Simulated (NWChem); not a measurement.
System: MoNH2O2F; SMILES [NH]=[Mo](=[O])([OH])[F]

```xyz
7

Mo     0.0303    -0.0075     0.0257
O      1.0108     0.1146     1.3714
N      1.0019     0.1990    -1.3781
H      1.9399     0.3513    -1.7475
F     -0.7675    -1.6798    -0.0569
O     -1.2483     1.3504     0.0639
H     -1.4187     1.9709    -0.6541
```
Atoms are numbered in this order, from 1.

Program: NWChem. Geometry: optimised at PBE0/def2-SVP. def2 effective core potentials on Mo; no spin-orbit coupling. Level PBE/def2-SVP: energy and gradient on several grids; changes count from the extra-fine grid, which is no exact limit either.

```csv
grid,size of the energy change (μHa),largest change of a gradient component (μHa/bohr)
xcoarse,3000,10000
coarse,< 10,600
medium,< 10,50
fine,< 10,< 30
xfine,< 10,< 30
```
